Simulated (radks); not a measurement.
Values are calculated unless marked as measured or tabulated.
Orbital eigenvalues (eV) of neutral molybdenum, [Kr] 4d5 5s1, at several levels of relativity; Dirac values are averaged over j with weights 2j + 1. Spin-unpolarised spherical Kohn-Sham, BLYP, point nucleus unless stated (finite: rms radius 4.4091 fm), a radial shooting solver on a logarithmic mesh with Libxc functionals. A level marked "c x" has the speed of light scaled by that factor and shares open shells by 2j + 1; other Dirac levels either fill j = l - 1/2 first or share by 2j + 1.

shell  non-rel.  Dirac, 2j+1 shares  Dirac, low j first  Dirac, c x 3  change of magnitude, last against first (%)
1s       -19329              -19817              -19817        -19381                                        +0.27
2s      -2683.7             -2798.2             -2798.0       -2695.8                                        +0.45
2p      -2472.2             -2503.4             -2503.2       -2475.5                                        +0.13
3s      -454.64             -475.95             -475.79       -456.89                                        +0.49
3p      -373.36             -379.14             -378.99       -373.97                                        +0.17
3d      -224.32             -220.76             -220.61       -223.94                                        -0.17
4s      -60.639             -64.213             -64.097       -61.016                                        +0.62
4p      -37.578             -38.376             -38.270       -37.662                                        +0.23
4d      -3.8698             -3.6355             -3.5705       -3.8432                                        -0.69
5s      -3.7643             -4.0518             -4.0329       -3.7937                                        +0.78
